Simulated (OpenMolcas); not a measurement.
An OpenMolcas run meant for neutral scandium (ANO-L-VDZP, non-relativistic; inactive shells 1s 2s 2p 3s 3p; intended active space 3 electrons in 6 orbitals (3d 4s)). One step of its input:

```
&CASPT2
Multistate=10 1 2 3 4 5 6 7 8 9 10
Frozen=2 3
IPEA=2.0
Imaginary=0.1
MaxIter=60
WThr=0.0 0.3 0.05
PrWF=0.5
NoMix
```

The run finished. Its levels beside those of a sound run (MS-CASPT2, IPEA 0.25 Eh, imaginary shift 0.1 Eh (closed shells correlated: 3s 3p)), in cm⁻¹ above each run's lowest level:

```csv
Level,This run,Usual run
3d 4s² ²D_3/2,0.0,0.0
3d 4s² ²D_5/2,140,141
3d² 4s ⁴F_3/2,11078,11220
3d² 4s ⁴F_5/2,11124,11266
3d² 4s ⁴F_7/2,11189,11331
3d² 4s ⁴F_9/2,11273,11415
3d² 4s ²F_5/2,17243,14635
3d² 4s ²F_7/2,17377,14768
3d² 4s ²D_5/2,19263,17830
3d² 4s ²D_3/2,19275,17834
3d² 4s ⁴P_1/2,19515,18388
3d² 4s ⁴P_3/2,19546,18417
3d² 4s ⁴P_5/2,19608,18472
3d² 4s ²G_7/2,22868,21835
```

**Question.** Which setting is unsound, and how much does it matter here?

**Answer.** The IPEA shift is far above its usual 0.25 hartree. Against the sound run the excited levels shown move by 1000 cm-1 on average and by 2600 cm-1 at most.

CASPT2 breaks the degeneracy within a term, and the mean is taken; among the terms shown or strongly mixed into the levels shown the widest spread is 2800 cm-1 (3d² 4s ²F, the sound run). Over all roots computed the reference weight is 0.86 to 0.93 in the sound run; the roots of lowest weight are the least certain, and an intruder state may touch them. A single d shell beside an s shell can misplace configurations of different d count against each other. Only configurations of the active space appear.
